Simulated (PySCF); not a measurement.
C3H6BFO, SMILES FCB1CCO1.

Geometry optimised at B3LYP-D3(BJ)/def2-SVP. The structure was generated by enumeration, and PubChem lists no compound with its InChIKey, so it may never have been made. One conformer was computed; it need not be the lowest.

Calculation: PySCF 2.14.0 with TDA-PBE0/def2-SVPD.

Vertical excitations. Isolated molecule, no solvent. State labels are in the subgroup Cs.

Task: Estimate the UV-visible absorptions. (An estimate is asked for; the answer gives what the named calculation found.)

Result: 
```json
[
 {"state": "S1", "symmetry": "A\"", "energy (eV)": "6.54", "λ (nm)": "189", "f": "0.000", "main pairs": "HOMO→LUMO 99 %"},
 {"state": "S2", "symmetry": "A'", "energy (eV)": "7.58", "λ (nm)": "163", "f": "0.035", "main pairs": "HOMO→LUMO+1 96 %"},
 {"state": "S3", "symmetry": "A\"", "energy (eV)": "7.64", "λ (nm)": "162", "f": "0.004", "main pairs": "HOMO−2→LUMO 98 %"},
 {"state": "S4", "symmetry": "A'", "energy (eV)": "7.82", "λ (nm)": "159", "f": "0.003", "main pairs": "HOMO→LUMO+2 79 %, HOMO−1→LUMO 13 %"},
 {"state": "S5", "symmetry": "A'", "energy (eV)": "8.16", "λ (nm)": "152", "f": "0.165", "main pairs": "HOMO−1→LUMO 77 %, HOMO→LUMO+2 14 %"},
 {"state": "S6", "symmetry": "A\"", "energy (eV)": "8.28", "λ (nm)": "150", "f": "0.003", "main pairs": "HOMO−1→LUMO+1 92 %"},
 {"state": "S7", "symmetry": "A'", "energy (eV)": "8.47", "λ (nm)": "146", "f": "0.013", "main pairs": "HOMO→LUMO+3 88 %"},
 {"state": "S8", "symmetry": "A\"", "energy (eV)": "8.61", "λ (nm)": "144", "f": "0.002", "main pairs": "HOMO−1→LUMO+2 85 %"},
 {"state": "S9", "symmetry": "A'", "energy (eV)": "8.63", "λ (nm)": "144", "f": "0.022", "main pairs": "HOMO−2→LUMO+1 91 %"},
 {"state": "S10", "symmetry": "A\"", "energy (eV)": "8.73", "λ (nm)": "142", "f": "0.016", "main pairs": "HOMO−4→LUMO 94 %"},
 {"state": "T1", "symmetry": "A\"", "energy (eV)": "5.98", "λ (nm)": "207", "f": "0", "main pairs": "HOMO→LUMO 97 %"},
 {"state": "T2", "symmetry": "A'", "energy (eV)": "6.63", "λ (nm)": "187", "f": "0", "main pairs": "HOMO−1→LUMO 90 %"},
 {"state": "T3", "symmetry": "A\"", "energy (eV)": "7.16", "λ (nm)": "173", "f": "0", "main pairs": "HOMO−2→LUMO 91 %"},
 {"state": "T4", "symmetry": "A'", "energy (eV)": "7.35", "λ (nm)": "169", "f": "0", "main pairs": "HOMO→LUMO+1 68 %, HOMO→LUMO+2 26 %"}
]
```
Triplets are in the Tamm–Dancoff approximation.
